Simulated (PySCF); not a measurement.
# A ladder for the ionisation energy of Ge(2+)

Ge(2+) [Ar] 3d10 4s2 (1S) → Ge(3+) [Ar] 3d10 4s1 (2S). Scalar values calculated with PySCF 2.14 in x2c-QZVPPall with one added diffuse shell each of s, p, d, f type (spin-free X2C; valence: [Ar] 3d10 frozen; valence and next inner shell: [Ne] frozen). The spin-orbit shift comes from two-component X2C-1e calculations (generalised Hartree-Fock, GHF, and MP2 on its spinors, GMP2) in x2c-QZVPPall-2c: GMP2 gives 33.919 eV without and 33.920 eV with screened spin-orbit coupling, a shift of 0.000 eV (GHF: 0.000 eV). Sums use unrounded values; where a UHF row is shifted, it takes the GHF shift.

```
                                method  scalar (eV)  plus spin-orbit shift (eV)  error (eV)
                                   UHF       32.195                      32.195      -1.862
                         MP2 (valence)       33.015                      33.015      -1.042
                     SCS-MP2 (valence)       33.179                      33.179      -0.878
                        CCSD (valence)       33.292                      33.293      -0.765
                     CCSD(T) (valence)       33.292                      33.293      -0.765
                       CCSDT (valence)       33.292                      33.293      -0.765
                         FCI (valence)       33.292                      33.293      -0.765
                                   LDA       34.825                      34.825       0.768
                                   PBE       34.411                      34.412       0.354
                                  PBE0       34.038                      34.038      -0.019
                                r2SCAN       34.048                      34.049      -0.009
                             BHandHLYP       33.958                      33.959      -0.099
                                M06-2X       34.050                      34.050      -0.008
                                  MN15       33.839                      33.840      -0.218
    MP2 (valence and next inner shell)       33.921                      33.921      -0.137
SCS-MP2 (valence and next inner shell)       33.908                      33.908      -0.149
```

Reference: 34.058 eV (measured; NIST Atomic Spectra Database, ionization energies).

The errors of the correlated levels include the incompleteness of the basis and the frozen core, so a lower level can come closer by cancellation.
